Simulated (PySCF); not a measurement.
Two species compared at the same levels of theory.

First species: C5H10O.
InChI=1S/C5H10O/c1-3-5(2)4-6/h3,6H,4H2,1-2H3/b5-3+

Second species: C6H6O2.
Atom-mapped SMILES: `[CH2:1]=[CH:2][CH2:3][C:4]#[C:5][C:6](=[O:7])[OH:8]` (hydrogens: H9, H10 on C1; H11 on C2; H12, H13 on C3; H14 on O8)

Geometry (GFN2-xTB, Å), atoms numbered from 1 in this order:
```
atom  x, y, z in Å
C1    -2.458    1.544    0.192
C2    -1.769    0.505    0.621
C3    -1.224   -0.564   -0.286
C4     0.216   -0.618   -0.196
C5     1.414   -0.635   -0.081
C6     2.848   -0.680   -0.047
O7     3.554   -0.786   -1.016
O8     3.323   -0.590    1.205
H9    -2.838    2.292    0.866
H10   -2.676    1.691   -0.854
H11   -1.550    0.374    1.672
H12   -1.512   -0.370   -1.322
H13   -1.621   -1.540    0.013
H14    4.293   -0.623    1.190
```

Levels: PBE0/def2-SVPD for dipole moment, HOMO energy, LUMO energy, HOMO–LUMO gap, static isotropic polarisability and electronic spatial extent ⟨r²⟩ about the centre of nuclear charge; TDDFT PBE0/def2-SVPD for lowest singlet excitation; TDA PBE0/def2-SVPD for lowest triplet excitation (Tamm–Dancoff); GFN2-xTB for rotational constant A and rotational constant C. Geometries: GFN2-xTB. Each species is one conformer at its optimised geometry, gas phase, non-relativistic unless stated. Electronic properties by PySCF.

The conformers computed, where there is a choice (atom-mapped SMILES and torsion angles):
- `[CH3:1]/[CH:2]=[C:3](\[CH3:4])[CH2:5][OH:6]`: C2–C3–C5–O6 120°, H–O6–C5–C3 -57°
- `[CH2:1]=[CH:2][CH2:3][C:4]#[C:5][C:6](=[O:7])[OH:8]`: C1–C2–C3–C4 119°, H–O8–C6–C5 180°

Q: Which has the higher rotational constant C?

A: The first: 1.750 GHz against 0.732 GHz, a difference of 1.018 GHz.

Q: Which has the higher ⟨r²⟩?

A: The second: 1511 bohr² against 742 bohr², a difference of 769 bohr².

Q: Which of the two has the higher HOMO energy, and by how much?

A: The first: -7.03 eV against -7.92 eV, a difference of 0.89 eV.

Q: Which has the higher rotational constant A?

A: The first: 6.704 GHz against 5.997 GHz, a difference of 0.707 GHz.

Q: Which has the higher S1 energy?

A: The first: 6.46 eV against 4.81 eV, a difference of 1.65 eV.

Q: Which has the higher HOMO–LUMO gap?

A: The first: 7.35 eV against 6.64 eV, a difference of 0.71 eV.

Q: Which of the two has the higher dipole moment, and by how much?

A: The second: 2.62 D against 1.80 D, a difference of 0.82 D.

Q: Which of the two has the higher T1 energy, and by how much?

A: The second: 4.38 eV against 4.32 eV, a difference of 0.06 eV.

On the first: The polarisability is 10.09 Å³ as a volume (1 au = 0.148185 Å³), or 1.42 au for each of the 48 electrons.

On the second: The vertical singlet–triplet gap S1 − T1 is 0.43 eV (TDDFT singlet less Tamm–Dancoff triplet; S1: HOMO→LUMO, weight 0.68; T1: HOMO→LUMO, weight 0.64). The polarisability is 12.08 Å³ as a volume (1 au = 0.148185 Å³), or 1.41 au for each of the 58 electrons.
